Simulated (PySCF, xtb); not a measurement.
ZrF₂I₂, SMILES [F][Zr]([F])([I])[I], multiplicity 1.

Harmonic wavenumbers (cm⁻¹) from GFN2-xTB in xtb at its own minimum, in rising order: 38, 89, 104, 115, 123, 242, 292, 540, 581.

### Question
What does B3LYP-D3(BJ)/def2-SVP run with PySCF give at its own minimum? (Estimate from the structure and the level; the computed values follow.)

### Answer
52, 100, 116, 125, 148, 224, 272, 692, 707. Paired by order, the mean absolute difference is 43 cm⁻¹ and the zero-point energies are 3.0 and 3.5 kcal/mol.
